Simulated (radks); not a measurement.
Problem. Species: Sb II. Configuration: [Kr] 4d10 5s2 5p2 (the NIST ground configuration). Method: scalar-relativistic Kohn-Sham, exchange-only LDA, spin-polarised, spherical densities, point nucleus; open shells are filled with parallel spins first (spin-orbit coupling, left out, can overturn this in heavy ions); computed with a radial shooting solver on a logarithmic mesh with Libxc functionals. Some entries of the table are withheld. Estimate them.

orbital,occ.,eigenvalue (eV),r(max) (bohr)
1s up,1,-30276.49,0.01837
1s down,1,-30276.44,0.01837
2s up,1,-4613.489,0.1038
2s down,1,-4613.470,0.1038
2p up,3,-4144.808,0.08307
2p down,3,-4144.773,0.08307
3s up,1,-909.2918,0.3003
3s down,1,-909.2479,0.3003
3p up,3,-756.5113,0.2937
3p down,3,-756.4634,0.2937
3d up,5,-522.6599,0.2441
3d down,5,-522.6170,0.2441
4s up,1,-155.3404,0.7222
4s down,1,-155.2416,0.7223
4p up,3,-108.4777,0.7619
4p down,3,-108.3561,0.7619
4d up,5,-40.5411,0.8476
4d down,5,-40.2559,0.8468
5s up,1,-20.3923,1.882
5s down,1,-18.6046,1.853
5p up,2,-11.8607,2.267
5p down,0,-9.8519,2.232
6s up,0,(1),5.016
6s down,0,(2),5.429
5d up,0,-3.3325,3.909
6p up,0,-2.7296,6.515
6p down,0,-2.2424,7.440
5d down,0,-2.1123,4.889
4f up,0,(3),13.35
4f down,0,(4),15.48

Solution. 
(1) 6s up eigenvalue (eV): -4.4346
(2) 6s down eigenvalue (eV): -3.5134
(3) 4f up eigenvalue (eV): -0.9191
(4) 4f down eigenvalue (eV): -0.8633
